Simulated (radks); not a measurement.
Problem. Radial electron density D(r) = 4 pi r^2 rho(r) of an atom or ion with 12 electrons. Method: non-relativistic Kohn-Sham, exchange-only PBE, spin-polarised, spherical densities, point nucleus; computed with a radial shooting solver on a logarithmic mesh with Libxc functionals.

```
   r/bohr * D(r) (the largest magnitude, 14.6, reaches the edge; | marks zero)
  0.01153 |      *
  0.01465 |         *
  0.01863 |             *
  0.02387 |                   *
  0.03035 |                           *
  0.03858 |                                    *
  0.04943 |                                            *
  0.06284 |                                                   *
  0.07989 |                                                      *
   0.1024 |                                                   *
   0.1301 |                                            *
   0.1654 |                                   *
    0.212 |                               *
   0.2695 |                                  *
   0.3426 |                                          *
   0.4391 |                                               *
   0.5582 |                                           *
   0.7153 |                              *
   0.9093 |                *
    1.156 |       *
    1.481 |    *
    1.883 |   *
    2.394 |  *
    3.068 | *
      3.9 |*
    4.957 *
    6.353 *
    8.076 *
```

What is the nuclear charge?

Solution. Z = 13. The innermost maximum, from 1s, lies near 1/Z = 0.0769 bohr (found: 0.0805), and its height grows with Z. The density is that of the aluminium ion Al+ in [Ne] 3s2; the configuration itself is not fixed sharply by these data, and Z only to about a unit. D(r) has 2 maxima, at r = 0.0805, 0.450 bohr, and minima at 0.215 bohr, inside which lie 2.20 electrons.
